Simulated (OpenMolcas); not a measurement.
## Se3+: effect of the level shift or regulariser

| Quantity | Value |
| --- | --- |
| Program | OpenMolcas 26.06 |
| Basis | ANO-R3 [7s6p5d4f2g] |
| Scalar Hamiltonian | X2C, finite nucleus |
| Active space | 1 electron in 9 orbitals (RAS2 4p; RAS3 4d 5s, at most 1 electron) |
| State averaging | 2S+1 = 2 odd, 3 roots; 2S+1 = 2 even, 6 roots |
| Spin-orbit coupling | state interaction with AMFI integrals over the reference wave functions, term energies averaged over their components |

Methods on the same reference wave functions:
A. RASSCF
B. SS-RASPT2, IPEA 0.25 Eh, imaginary shift 0.1 Eh (closed shells correlated: 3d 4s)
C. SS-RASPT2, IPEA 0.25 Eh, real shift 0.2 Eh (closed shells correlated: 3d 4s)

Energies in cm-1 above 4s2 4p 2P* 1/2, the measured ground level; measured values from Moore, Atomic Energy Levels, vol. II, NSRDS-NBS 35 (1971 reprint of NBS Circular 467, 1952).

```
         Level       A       B       C  Measured
4s2 4p 2P* 1/2     0.0     0.0     0.0       0.0
4s2 4p 2P* 3/2    3925    3925    3925      4376
 4s2 4d 2D 3/2  151981  146511  147047    153217
 4s2 4d 2D 5/2  152341  146871  147408    153606
 4s2 5s 2S 1/2  158661  160474  160498    157241
```

Deviations, from unrounded energies. A percentage is the sum of absolute deviations over the sum of measured energies, with the sign that they share, or ± where signs differ.

```
                  Against measurement  Levels      A      B      C
       mean absolute deviation (cm-1)       4   1100   4300   4000
fine structure of the ground term (%)       1  -10.3  -10.3  -10.3
             other configurations (%)       3   ±0.8   ±3.6   ±3.4
```

A lies closest to measurement on these levels and B furthest from it. The largest miss of A in the table is 4s2 5s 2S 1/2, by +1400 cm-1. The ranking rests on the paired levels alone, and a cruder setting can come out closer through cancelling errors.

Between B and C the level of the table that moves most is 4s2 4d 2D 3/2, by 540 cm-1 (lowest in B, highest in C).

The lowest spin-free term lies below A's lowest term by 0.536 hartree in B, 0.536 hartree in C.

ANO sets are built for valence states and can reach diffuse excited orbitals poorly, and with the s shell closed the s pⁿ⁺¹ terms that mix with these levels are absent. With one active electron the reference holds no correlation, so core polarisation is missing (holds for A). With one active electron, CASPT2 adds the correlation within the correlated inactive shells and between them and that electron, and leaves the splitting within a term as the reference gives it (holds for B; C). Measured partners are found by configuration, term and J. A level has none where our copy of the source lacks it or the pairing is in doubt (some pairs that miss far off the trend of their configuration count as doubtful), and it then counts in no deviation. Levels of configurations outside the active space are missing.

* marks odd parity.
